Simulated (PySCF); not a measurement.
Al(H)(Et)(OMe) (C3H9AlO), SMILES C[O][AlH][CH2]C.

Coordinates come from a PBE-D3(BJ)/def2-SVP optimisation. The structure was generated by enumeration; whether it is a known compound was not checked. One conformer was computed; it need not be the lowest.

Calculation: PBE-D3(BJ)/def2-SVP in PySCF 2.14.0.

Frequencies are harmonic and unscaled.

A small imaginary wavenumber (i) marks a very flat motion, where grid noise or a shallow saddle decides the sign.

Estimate the vibrational spectrum. (The exact figures need the calculation; the answer reports its results.)


```json
[
 {"mode": "1", "ν (cm⁻¹)": "17i", "IR (km/mol)": "0.1", "moving atoms (share of kinetic energy)": "H 40 %, C 35 %, Al 21 %"},
 {"mode": "2", "ν (cm⁻¹)": "84", "IR (km/mol)": "1.2", "moving atoms (share of kinetic energy)": "C 41 %, H 27 %, Al 25 %"},
 {"mode": "3", "ν (cm⁻¹)": "97", "IR (km/mol)": "0.6", "moving atoms (share of kinetic energy)": "H 59 %, C 18 %, O 15 %"},
 {"mode": "4", "ν (cm⁻¹)": "119", "IR (km/mol)": "2.6", "moving atoms (share of kinetic energy)": "H 64 %, O 30 %"},
 {"mode": "5", "ν (cm⁻¹)": "168", "IR (km/mol)": "8.0", "moving atoms (share of kinetic energy)": "O 33 %, H 27 %, C 26 %, Al 13 %"},
 {"mode": "6", "ν (cm⁻¹)": "189", "IR (km/mol)": "2.3", "moving atoms (share of kinetic energy)": "H 83 %, C 12 %"},
 {"mode": "7", "ν (cm⁻¹)": "255", "IR (km/mol)": "8.9", "moving atoms (share of kinetic energy)": "C 59 %, H 18 %, O 15 %, Al 8 %"},
 {"mode": "8", "ν (cm⁻¹)": "404", "IR (km/mol)": "48.8", "moving atoms (share of kinetic energy)": "H 85 %, Al 10 %"},
 {"mode": "9", "ν (cm⁻¹)": "584", "IR (km/mol)": "41.2", "moving atoms (share of kinetic energy)": "C 45 %, Al 30 %, H 19 %"},
 {"mode": "10", "ν (cm⁻¹)": "604", "IR (km/mol)": "87.5", "moving atoms (share of kinetic energy)": "H 72 %, C 18 %, Al 9 %"},
 {"mode": "11", "ν (cm⁻¹)": "638", "IR (km/mol)": "104.0", "moving atoms (share of kinetic energy)": "H 79 %, O 14 %"},
 {"mode": "12", "ν (cm⁻¹)": "727", "IR (km/mol)": "141.5", "moving atoms (share of kinetic energy)": "Al 51 %, H 19 %, C 18 %, O 13 %"},
 {"mode": "13", "ν (cm⁻¹)": "894", "IR (km/mol)": "4.1", "moving atoms (share of kinetic energy)": "H 92 %"},
 {"mode": "14", "ν (cm⁻¹)": "929", "IR (km/mol)": "14.5", "moving atoms (share of kinetic energy)": "H 86 %, C 13 %"},
 {"mode": "15", "ν (cm⁻¹)": "1017", "IR (km/mol)": "25.3", "moving atoms (share of kinetic energy)": "C 75 %, H 24 %"},
 {"mode": "16", "ν (cm⁻¹)": "1139", "IR (km/mol)": "61.5", "moving atoms (share of kinetic energy)": "H 62 %, C 24 %, O 13 %"},
 {"mode": "17", "ν (cm⁻¹)": "1147", "IR (km/mol)": "0.0", "moving atoms (share of kinetic energy)": "H 76 %, C 19 %"},
 {"mode": "18", "ν (cm⁻¹)": "1170", "IR (km/mol)": "0.2", "moving atoms (share of kinetic energy)": "H 60 %, C 39 %"},
 {"mode": "19", "ν (cm⁻¹)": "1195", "IR (km/mol)": "2.7", "moving atoms (share of kinetic energy)": "H 77 %, C 23 %"},
 {"mode": "20", "ν (cm⁻¹)": "1196", "IR (km/mol)": "276.6", "moving atoms (share of kinetic energy)": "O 50 %, C 32 %, H 15 %"},
 {"mode": "21", "ν (cm⁻¹)": "1347", "IR (km/mol)": "5.9", "moving atoms (share of kinetic energy)": "H 84 %, C 16 %"},
 {"mode": "22", "ν (cm⁻¹)": "1373", "IR (km/mol)": "4.1", "moving atoms (share of kinetic energy)": "H 90 %, C 10 %"},
 {"mode": "23", "ν (cm⁻¹)": "1419", "IR (km/mol)": "1.0", "moving atoms (share of kinetic energy)": "H 97 %"},
 {"mode": "24", "ν (cm⁻¹)": "1422", "IR (km/mol)": "2.6", "moving atoms (share of kinetic energy)": "H 97 %"},
 {"mode": "25", "ν (cm⁻¹)": "1425", "IR (km/mol)": "1.0", "moving atoms (share of kinetic energy)": "H 95 %"},
 {"mode": "26", "ν (cm⁻¹)": "1430", "IR (km/mol)": "29.7", "moving atoms (share of kinetic energy)": "H 89 %, C 10 %"},
 {"mode": "27", "ν (cm⁻¹)": "1432", "IR (km/mol)": "6.2", "moving atoms (share of kinetic energy)": "H 97 %"},
 {"mode": "28", "ν (cm⁻¹)": "1852", "IR (km/mol)": "187.1", "moving atoms (share of kinetic energy)": "H 96 %"},
 {"mode": "29", "ν (cm⁻¹)": "2901", "IR (km/mol)": "123.7", "moving atoms (share of kinetic energy)": "H 97 %"},
 {"mode": "30", "ν (cm⁻¹)": "2954", "IR (km/mol)": "42.6", "moving atoms (share of kinetic energy)": "H 95 %"},
 {"mode": "31", "ν (cm⁻¹)": "2956", "IR (km/mol)": "15.2", "moving atoms (share of kinetic energy)": "H 96 %"},
 {"mode": "32", "ν (cm⁻¹)": "2974", "IR (km/mol)": "53.3", "moving atoms (share of kinetic energy)": "H 91 %, C 9 %"},
 {"mode": "33", "ν (cm⁻¹)": "2988", "IR (km/mol)": "40.9", "moving atoms (share of kinetic energy)": "H 90 %, C 10 %"},
 {"mode": "34", "ν (cm⁻¹)": "2998", "IR (km/mol)": "4.1", "moving atoms (share of kinetic energy)": "H 91 %, C 9 %"},
 {"mode": "35", "ν (cm⁻¹)": "3032", "IR (km/mol)": "23.6", "moving atoms (share of kinetic energy)": "H 91 %, C 9 %"},
 {"mode": "36", "ν (cm⁻¹)": "3042", "IR (km/mol)": "25.3", "moving atoms (share of kinetic energy)": "H 91 %, C 9 %"}
]
```
